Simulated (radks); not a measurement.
Effect of the nuclear size on neutral iodine, [Kr] 4d10 5s2 5p5. Method: Dirac Kohn-Sham, PBE, spin-unpolarised, spherical densities, finite nucleus; open shells fill j = l - 1/2 first; Fermi nuclear charge, rms radius 4.75 fm; computed with a radial shooting solver on a logarithmic mesh with Libxc functionals. The rms radius is varied about that value; shifts are against it.

| rms radius (fm) | total energy shift (eV) | density at nucleus (e/bohr^3) | 1s1/2 shift (meV) | 2s1/2 shift (meV) | 4s1/2 shift (meV) | 4p1/2 shift (meV) | 5s1/2 shift (meV) |
|---|---|---|---|---|---|---|---|
| 3.9947 | -1.74 | 2.566e+05 | -727 | -85.3 | -3.47 | 0.255 | -0.432 |
| 4.3842 | -0.874 | 2.525e+05 | -365 | -42.9 | -1.74 | 0.128 | -0.217 |
| 4.75 | 0 | 2.49e+05 | 0.000 | 0.000 | 0.000 | 0.000 | 0.000 |
| 4.9922 | 0.610 | 2.469e+05 | 255 | 29.9 | 1.22 | -0.089 | 0.152 |
| 5.2725 | 1.35 | 2.446e+05 | 563 | 66.1 | 2.69 | -0.198 | 0.335 |

Slopes of the eigenvalues against <r^2> in GHz/fm^2, as finite differences over the two radii next to the reference (eigenvalue slopes, not the field-shift constants of lines): 1s1/2 26300, 2s1/2 3090, 4s1/2 126, 4p1/2 -9.23, 5s1/2 15.6.
